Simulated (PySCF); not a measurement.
Isomers C₅H₁₀OSi:

A. SMILES C=CO[SiH2]C(=C)C
B. SMILES C=C/C=C/CO[SiH3]
C. `C[C@@H](O)[C@H]1C=C[SiH2]1`
D. `C=C1[C@@H](O)[C@H]1[SiH2]C`

Spectrum 1. ¹H NMR (500 MHz, computed): δ 6.63 (m, 1H), 6.12 (br s, 1H), 5.58 (br s, 1H), 5.13 (s, 2H), 4.93 (m, 1H), 4.54 (m, 1H), 2.17 (s, 3H). ¹³C{¹H} NMR (computed): δ 152.6 (CH), 151.6 (C), 134.2 (CH2), 101.0 (CH2), 26.5 (CH3).

Spectrum 2. ¹H NMR (500 MHz, computed): δ 5.85 (br s, 1H), 5.61 (br s, 1H), 4.42 (m, 1H), 4.25 (m, 1H), 4.01 (m, 1H), 1.39 (br s, 1H), 1.15 (m, 1H), 0.36 (m, 3H). ¹³C{¹H} NMR (computed): δ 148.5 (C), 107.2 (CH2), 52.6 (CH), 17.2 (CH), -5.2 (CH3).

Spectrum 3. ¹H NMR (500 MHz, computed): δ 6.64 (m, 1H), 6.34 (m, 1H), 6.18 (m, 1H), 5.52 (m, 1H), 5.45 (m, 1H), 4.91 (s, 3H), 4.38 (d, 2H). ¹³C{¹H} NMR (computed): δ 145.3 (CH), 142.6 (CH), 139.5 (CH), 125.1 (CH2), 70.9 (CH2).

Spectrum 4. ¹H NMR (500 MHz, computed): δ 7.20 (m, 1H), 6.36 (m, 1H), 4.99 (m, 1H), 4.89 (m, 1H), 3.91 (m, 1H), 2.31 (m, 1H), 1.30 (d, 3H), 0.46 (br s, 1H). ¹³C{¹H} NMR (computed): δ 164.5 (CH), 145.8 (CH), 76.2 (CH), 47.8 (CH), 26.6 (CH3).

Computational details: GIAO PBE0/pcSseg-1 shieldings, geometry from GFN2-xTB, in PySCF 2.14.0 with density-fitted response routines (a single conformation, equivalent nuclei averaged, no solvent, no relativistic terms).

Scale: TMS for ¹H and ¹³C (reference shieldings calculated alike). Where no couplings were computed, multiplicities follow the n + 1 count of equivalent neighbours, and m marks all less simple cases (inequivalent or close neighbours, rings, F or P nearby). Shifts are as computed. Against solution values, carbons near 30 ppm lie about +3 ppm off and those near 130 ppm about +5 ppm. Of 1309 compounds with measured shifts, 239 miss one by over three times the rms of a fit or turn the order of signals round; such compounds aren't used in these exercises. OH and NH positions are gas-phase values without hydrogen bonding to other molecules.

Task: Which spectrum belongs to which compound?

Result: 1–A, 2–D, 3–B, 4–C.

- Spectrum 1 (A): 5 ¹³C signals; δC 152.6 is an alkene carbon bearing oxygen; δC 151.6 is a fully substituted alkene carbon.
- Spectrum 2 (D): 5 ¹³C signals; δC 148.5 is a fully substituted alkene carbon; δC 107.2 is a terminal =CH2 carbon.
- Spectrum 3 (B): 5 ¹³C signals; δC 145.3 is an alkene CH; δC 142.6 is an alkene CH.
- Spectrum 4 (C): 5 ¹³C signals; δC 164.5 is an alkene CH; δC 145.8 is an alkene CH.
